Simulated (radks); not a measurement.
Ni2+, configuration [Ar] 3d8. All-electron calculation, scalar-relativistic Kohn-Sham, SCAN, spin-unpolarised, spherical densities, finite nucleus; meta-GGA in the generalised Kohn-Sham scheme; Fermi nuclear charge, rms radius 3.7757 fm. Program: a radial shooting solver on a logarithmic mesh with Libxc functionals.

Local quantities along the radius. ELF = 1/(1 + alpha^2) is the electron localisation function; alpha = (tau - tau_W)/tau_unif compares the Pauli kinetic energy density with that of the uniform gas. tau is taken from the large components.

```
   r/bohr * ELF (the largest magnitude, 1, reaches the edge; | marks zero)
 0.002015 |                                                      *
 0.002562 |                                                      *
 0.003283 |                                                      *
 0.004173 |                                                      *
 0.005305 |                                                      *
 0.006798 |                                                      *
 0.008642 |                                                      *
  0.01099 |                                                      *
  0.01397 |                                                      *
   0.0179 |                                                      *
  0.02275 |                                                      *
  0.02892 |                                                     *
  0.03706 |                                                   *
  0.04712 |                                             *
   0.0599 |                             *
  0.07614 |                *
  0.09758 |                *
    0.124 |                             *
   0.1577 |                                         *
   0.2021 |                                            *
   0.2569 |                                   *
   0.3266 |              *
   0.4151 |           *
    0.532 |                               *
   0.6763 |                                         *
   0.8597 |                                        *
    1.102 |                               *
    1.401 |                *
     1.78 |     *
    2.263 | *
      2.9 *
    3.687 *
```

On this mesh the ELF has minima near r = 0.087, 0.37 bohr, which separate the shells, and maxima near 0.20 (0.81), 0.76 (0.77).
